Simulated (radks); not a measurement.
Q: Hf I, 72 electrons, occupied as [Xe] 4f14 5d3 6s1 (not the ground configuration). All-electron calculation, Dirac Kohn-Sham, BLYP, spin-unpolarised, spherical densities, point nucleus; open shells fill j = l - 1/2 first. Program: a radial shooting solver on a logarithmic mesh with Libxc functionals. Some entries of the table are withheld. Estimate them.

orbital,occ.,eigenvalue (hartree),<r^2> (bohr^2),r(max) (bohr)
1s1/2,2,-2396.286,0.0004949,0.01190
2s1/2,2,-409.4855,0.007580,0.06824
2p1/2,2,-391.0720,0.005431,0.05091
2p3/2,4,-347.2542,0.006638,0.05754
3s1/2,2,-93.23519,0.04967,0.1924
3p1/2,2,-85.07714,(1),0.1804
3p3/2,4,-75.68760,(2),0.1940
3d3/2,4,-61.88640,(3),0.1523
3d5/2,6,-59.83864,(4),0.1561
4s1/2,2,-18.71853,0.2476,0.4377
4p1/2,2,-15.37775,0.2566,0.4382
4p3/2,4,-13.22714,0.2932,0.4672
4d3/2,4,(5),0.3244,0.4658
4d5/2,6,(6),0.3385,0.4751
5s1/2,2,-2.38594,1.459,1.016
5p1/2,2,-1.44407,(7),1.100
5p3/2,4,-1.16093,(8),1.189
4f5/2,6,-0.57967,0.5872,0.4516
4f7/2,8,-0.51561,0.6136,0.4569
6s1/2,1,-0.16709,(9),2.944
5d3/2,3,(10),9.201,1.712
5d5/2,0,(11),10.70,1.788

A: 
(1) 3p1/2 <r^2> (bohr^2): 0.04570
(2) 3p3/2 <r^2> (bohr^2): 0.05237
(3) 3d3/2 <r^2> (bohr^2): 0.04080
(4) 3d5/2 <r^2> (bohr^2): 0.04263
(5) 4d3/2 eigenvalue (hartree): -7.73935
(6) 4d5/2 eigenvalue (hartree): -7.34557
(7) 5p1/2 <r^2> (bohr^2): 1.843
(8) 5p3/2 <r^2> (bohr^2): 2.193
(9) 6s1/2 <r^2> (bohr^2): 14.57
(10) 5d3/2 eigenvalue (hartree): -0.07101
(11) 5d5/2 eigenvalue (hartree): -0.05698
